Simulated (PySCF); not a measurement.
## TDDFT excited states: CH5FN2Si2

Species: CH5FN2Si2.
Cartesian coordinates in Å at the GFN2-xTB level; atoms count from 1:
```
atom  x, y, z in Å
N1    -2.032    2.459   -0.354
C2    -1.810    1.335   -0.326
Si3   -1.296   -0.465   -0.261
F4    -2.335   -1.119    0.793
Si5    0.840   -0.709    0.559
N6     1.785    0.377   -0.383
H7    -1.751   -1.010   -1.537
H8     1.411   -2.029    0.271
H9     0.908   -0.510    2.021
H10    2.789    0.338   -0.311
H11    1.495    1.335   -0.497
```

The calculation used PySCF 2.14.0, density-fitted response routines, TDDFT PBE0/def2-SVPD, vertical, gas phase, core orbitals frozen in the response.

Question: What does the calculation give for the low-lying excited states?

Answer: 

| state | E (eV) | ν̃ (cm⁻¹) | f | main configurations (H = HOMO, L = LUMO) |
| --- | --- | --- | --- | --- |
| S1 | 5.01 | 40440 | 0.0017 | H→L (98%) |
| S2 | 5.98 | 48250 | 0.014 | H→L+1 (97%) |
| S3 | 6.13 | 49470 | 0.029 | H-1→L (91%) |
| S4 | 6.77 | 54640 | 0.021 | H→L+2 (86%) |
| S5 | 6.89 | 55540 | 0.011 | H-2→L (58%), H-4→L (9%), H-3→L (8%) |
| S6 | 7.00 | 56480 | 0.030 | H→L+3 (53%), H-1→L+1 (13%), H-2→L (11%) |

Triplets (Tamm–Dancoff): T1 4.76 eV, H→L (91%); T2 5.51 eV, H-1→L (79%), H→L+1 (8%).

The lowest singlet lies at 5.01 eV (247 nm, ultraviolet) and is very weak; its leading configuration is HOMO→LUMO (98%). The largest oscillator strength of a single state is 0.030. Löwdin shares by element: HOMO nitrogen 58% or more, silicon 15% or more, hydrogen 15% or more; LUMO silicon 47%, carbon 16%, nitrogen 13% or more (atoms not listed hold the other 24%). Orbital energies (eV): HOMO-3 -10.32, HOMO-2 -10.21, HOMO-1 -9.27, HOMO -8.05, LUMO -1.78, LUMO+1 -0.96, LUMO+2 -0.14. Of the 6 states listed, 5 reach f = 0.01 and none stays under 0.0005. The listed states span 1.99 eV, and the widest gap between neighbours is 0.97 eV (S1 to S2). Only the lowest 6 singlets were computed, as vertical energies without vibronic structure.

One conformer stands for the species.
